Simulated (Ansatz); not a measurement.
Ansatz results at the PBE0-D4/def2-TZVP geometry: LUMO energy (PBE0/def2-TZVPP) -0.45 eV; LUMO energy (ωB97M-V/def2-TZVPP) 1.23 eV; HOMO–LUMO gap (ωB97M-V/def2-TZVPP) 9.96 eV.

Each molecule was computed in one conformer, which needn't be the lowest.

Q: Which molecule gave them?
A. `[NH2][GaH][CH2]S`
B. `[CH3][AlH][C](=N)Cl`
C. `C[SiH2]P`
D. `B[SiH]([GeH3])C=O`

A: A. The others give `B[SiH]([GeH3])C=O`: -2.72, -0.85, 8.43; `C[SiH2]P`: 0.34, 2.01, 11.52; `[CH3][AlH][C](=N)Cl`: -2.10, -0.33, 9.31.
